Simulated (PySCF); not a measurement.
## Ionisation energy of Pb⁺ by level of theory

Pb⁺ [Xe] 4f14 5d10 6s2 6p1 (2P) → Pb²⁺ [Xe] 4f14 5d10 6s2 (1S), as a difference of total energies. All numbers are calculated (PySCF 2.14, the spin-free X2C one-electron Hamiltonian (Gaussian nucleus), in x2c-TZVPPall (11s7p6d3f, 83 functions)). Correlated levels: valence: [Xe] 4f14 5d10 frozen. The calculations carry no spin-orbit coupling.

```
           method  ionisation energy (eV)
              UHF                  13.237
    MP2 (valence)                  13.408
SCS-MP2 (valence)                  13.394
   CCSD (valence)                  13.455
CCSD(T) (valence)                  13.466
```

Q: How much does correlation contribute at CCSD(T) (valence)?

A: 13.466 − (13.237) = 0.229 eV, measured against UHF.

Errors of the correlated levels include the incompleteness of this basis and the frozen core.

For comparison: 13.869 eV (measured; NIST levels, between the centres of gravity of the two terms).
